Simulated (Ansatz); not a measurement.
Ansatz (a program for electronic structure) input:

Ansatz 0.2 input:
```yaml
crystal:
  periodic: [false, false, false]
  atoms:
    - {symbol: C, position_ang: [2.24262763, -0.00566667, 0.73043253]}
    - {symbol: C, position_ang: [1.09815362, -0.01679989, 0.05629366]}
    - {symbol: C, position_ang: [0.40367906, -1.29785959, -0.34622760]}
    - {symbol: C, position_ang: [-1.05031003, -1.27317105, -0.00696194]}
    - {symbol: C, position_ang: [-1.82999724, -0.02875553, -0.24675906]}
    - {symbol: C, position_ang: [-1.07008264, 1.22262835, 0.21737168]}
    - {symbol: C, position_ang: [0.36222219, 1.23479356, -0.33441142]}
    - {symbol: H, position_ang: [2.72315958, 0.92347931, 1.01274829]}
    - {symbol: H, position_ang: [2.73995314, -0.92335144, 1.02060320]}
    - {symbol: H, position_ang: [0.90007446, -2.16115611, 0.09976550]}
    - {symbol: H, position_ang: [0.51957306, -1.41040172, -1.44130895]}
    - {symbol: H, position_ang: [-1.56370876, -2.20647070, 0.18403412]}
    - {symbol: H, position_ang: [-2.03422368, 0.08031547, -1.32706362]}
    - {symbol: H, position_ang: [-2.80761766, -0.08498999, 0.23696869]}
    - {symbol: H, position_ang: [-1.02898070, 1.23544722, 1.30984975]}
    - {symbol: H, position_ang: [-1.60173557, 2.12306750, -0.09890164]}
    - {symbol: H, position_ang: [0.31361398, 1.29644264, -1.42940643]}
    - {symbol: H, position_ang: [0.90213684, 2.11660286, 0.01428380]}
basis:
  gaussian:
    orbitals: def2-TZVPD
hamiltonian:
  xc: {name: r2SCAN0}
magnetization: {spin_polarized: true, initial_magnetization: 1}
output: {forces: true}
```

Which total energy does the run end on?

-273.20374 Eh (r2SCAN0/def2-TZVPD). The basis has 358 functions.

It need not be the lowest isomer of its formula.
